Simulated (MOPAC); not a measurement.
Job for MOPAC: PM7 on ZrB, 2S+1 = 6, a spin state set in the input, which need not be the lowest, a point of a bond scan (R = 2.050 Å).

```
PM7 1SCF PRECISE CHARGE=0 UHF MS=2.5 THREADS=1
BZr

Zr     0.00000000 1     0.00000000 1     0.00000000 1
B      0.00000000 1     0.00000000 1     2.04960500 1
```

The log:

```
*******************************************************************************
 **                                                                           **
 **                              MOPAC v23.2.5                                **
 **                                                                           **
 *******************************************************************************
 ** MOPAC's Digital Object Identifier: https://doi.org/10.5281/zenodo.6511958 **
 **                                                                           **
 ** Please cite the open-source release paper for use of this MOPAC version:  **
 ** J. E. Moussa and J. J. P. Stewart (2026)                                  **
 ** MOPAC: An open-source semiempirical molecular orbital program             **
 ** J. Open Source Softw., 11(119), 8025, https://doi.org/10.21105/joss.08025 **
 *******************************************************************************

                              PM7 CALCULATION RESULTS

 *******************************************************************************
 *  PM7        - The PM7 Hamiltonian to be used
 *  UHF        - UNRESTRICTED HARTREE-FOCK CALCULATION
 *
 *
 *
 *                 CHARGE ON SYSTEM = 0
 *
 *
 *
 *  MS=        - IN MECI, MAGNETIC COMPONENT OF SPIN =  2.5
 *  PRECISE    - TIGHTER CRITERIA TO BE USED
 *  1SCF       - DO 1 SCF AND THEN STOP
 *  THREADS=1  - MULTI-THREADING NOT USED
 *  T=         - A TIME OF 172800.0 SECONDS REQUESTED
 *  DUMP=N     - RESTART FILE WRITTEN EVERY 7200.0 SECONDS REQUESTED
 *******************************************************************************
PM7 1SCF PRECISE CHARGE=0 UHF MS=2.5 THREADS=1
 BZr

   ATOM   CHEMICAL          X               Y               Z
  NUMBER   SYMBOL      (ANGSTROMS)     (ANGSTROMS)     (ANGSTROMS)

     1      Zr          0.00000000  *   0.00000000  *   0.00000000  *
     2       B          0.00000000  *   0.00000000  *   2.04960500  *



          CARTESIAN COORDINATES

    NO.       ATOM           X           Y           Z

     1        Zr          0.0000      0.0000      0.0000
     2         B          0.0000      0.0000      2.0496

 General Reference for PM7:
 "Optimization of Parameters for Semiempirical Methods VI: More Modifications to the
 NDDO Approximations and Re-optimization of Parameters", J. J. P. Stewart, J. Mol. Mod., 1:32, 19 (2013)
 https://link.springer.com/article/10.1007/s00894-012-1667-x

           Empirical Formula: Zr B  =     2 atoms



      MOLECULAR POINT GROUP   :   C*v


          UHF CALCULATION, NO. OF ALPHA ELECTRONS =    6
                           NO. OF BETA  ELECTRONS =    1

 -------------------------------------------------------------------------------
 PM7 1SCF PRECISE CHARGE=0 UHF MS=2.5 THREADS=1
 BZr



     1SCF WAS SPECIFIED, SO BFGS WAS NOT USED
     SCF FIELD WAS ACHIEVED


                              PM7 CALCULATION
                                                       MOPAC v23.2.5 Linux




          FINAL HEAT OF FORMATION =        421.57035 KCAL/MOL =    1763.85035 KJ/MOL


          COSMO AREA              =        143.49 SQUARE ANGSTROMS
          COSMO VOLUME            =        159.80 CUBIC ANGSTROMS

          IONIZATION POTENTIAL    =          6.222448 EV
          ALPHA SOMO LUMO (EV)    =         -6.222  0.335
          BETA  SOMO LUMO (EV)    =         -8.802 -1.795
          NO. OF ALPHA ELECTRONS  =          6
          NO. OF BETA  ELECTRONS  =          1
          MOLECULAR WEIGHT        =        102.0300         POINT GROUP:  C*v

          MOLECULAR DIMENSIONS (Angstroms)

            Atom       Atom       Distance
            B     2   Zr     1     2.04961
            B     2   Zr     1     0.00000
           Zr     1    B     2     0.00000


          SCF CALCULATIONS        =          1





   ATOM   CHEMICAL          X               Y               Z
  NUMBER   SYMBOL      (ANGSTROMS)     (ANGSTROMS)     (ANGSTROMS)

     1      Zr          0.00000000  *   0.00000000  *   0.00000000  *
     2       B          0.00000000  *   0.00000000  *   2.04960500  *

                             CARTESIAN COORDINATES

   1   Zr        0.000000000     0.000000000     0.000000000
   2    B        0.000000000     0.000000000     2.049605000


           Empirical Formula: Zr B  =     2 atoms



      MOLECULAR POINT GROUP   :   C*v


          ALPHA EIGENVALUES
  -8.16973  -8.14386  -7.31585  -7.11087  -6.29410  -6.22245   0.33456   0.59738
   0.72933   6.13323  26.16344  26.25701  26.45092


           BETA EIGENVALUES
  -8.80164  -1.79519  -1.63335  -0.43871   1.53483   1.53941   1.91270   1.99618
   2.25642   8.02711  27.94198  27.97475  28.10319


              NET ATOMIC CHARGES AND DIPOLE CONTRIBUTIONS

  ATOM NO.   TYPE          CHARGE      No. of ELECS.   s-Pop       p-Pop       d-Pop
    1         Zr           0.770924        3.2291     0.96816     0.00013     2.26078
    2          B          -0.770924        3.7709     0.14080     3.63012
 DIPOLE           X         Y         Z       TOTAL
 POINT-CHG.     0.000     0.000    -7.589     7.589
 HYBRID         0.000     0.000    -0.689     0.689
 SUM            0.000     0.000    -8.279     8.279


          ATOMIC ORBITAL ELECTRON POPULATIONS

     Atom    s        px        py        pz      x^2-y^2     xz        z^2       yz        xy
    1 Zr   0.96816   0.00008   0.00004   0.00002   1.00000   0.14303   0.91067   0.20709   0.00000
    2  B   0.14080   1.85689   0.79288   0.98035


                    (SZ)    =    2.500000
                    (S**2)  =    8.763098


          ATOMIC ORBITAL SPIN POPULATIONS

    Atom   Total    s     px     py     pz   x^2-y^2  xz     z^2    yz     xy
         Atomic
    1 Zr  3.1439  0.968  0.000  0.000  0.000  1.000  0.058  0.911  0.207  0.000
    2  B  1.8561  0.141 -0.058  0.793  0.980

 **********************
 *                    *
 * JOB ENDED NORMALLY *
 *                    *
 **********************




 == MOPAC DONE ==
```

The run finished.

Cost: around 0.020 core-seconds (rough).
